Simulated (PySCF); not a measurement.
Ag⁺ (silver, charge +1): LDA calculation

Configuration: [Kr] 4d10, closed-shell 1S. All numbers are calculated (PySCF 2.14, a scalar-relativistic core potential, in def2-SVP with the def2 core potential (28 electrons) (5s3p2d1f, 31 functions)).

```json
{
  "Total energy": "-146.3689 hartree",
  "One-electron energy": "-254.8606 hartree",
  "Hartree (Coulomb) energy": "122.1172 hartree",
  "Exchange-correlation energy": "-13.6255 hartree",
  "⟨S²⟩": "0.0000",
  "⟨L²⟩": "0.000",
  "Sum of ⟨r⟩": "22.05 bohr",
  "Sum of ⟨r²⟩": "32.86 bohr²",
  "Time after the integrals": "0.1 s of wall time on 1 thread of Intel(R) Xeon(R) 6975P-C (shared host)"
}
```

```
shell  electrons  mean orbital energy (eV)  rms radius, mean of both spins (bohr)
   4s          2                   -105.23                                  0.975
   4p          6                   -67.900                                   1.08
   4d         10                   -15.854                                   1.55
```

Energies and moments cover only the electrons outside the core potential.
